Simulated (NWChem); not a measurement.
# Ca cation, doublet

Program: NWChem. Spin-unrestricted. No stability test was run on the SCF state. Fermi-contact couplings, non-relativistic, static geometry.

Task: Estimate the computed values for CAM-B3LYP/def2-TZVP. Quantities: <S²>.

Result: 
```json
{
 "<S²>": "0.750"
}
```
